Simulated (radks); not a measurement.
Results of a calculation; reference values are marked as such.
Problem. Ionisation of neutral terbium, [Xe] 4f9 6s2, to Tb+, [Xe] 4f9 6s1, under several functionals. Non-relativistic Kohn-Sham, spin-polarised, spherical densities, point nucleus; open shells are filled with parallel spins first (spin-orbit coupling, left out, can overturn this in heavy ions); a radial shooting solver on a logarithmic mesh with Libxc functionals. Known Delta-SCF values: B86b exchange with PBE correlation 5.510 eV; Tao-Mo meta-GGA 5.322 eV. What does exchange-only r2SCAN give, and what is its highest occupied eigenvalue?

Solution. 4.485 eV by Delta-SCF; the 4f eigenvalue is -2.257 eV. NIST: 5.864 eV (measured).

Beside tabulated values, note that relativity, absent from the non-relativistic runs, is large for the heavy elements.
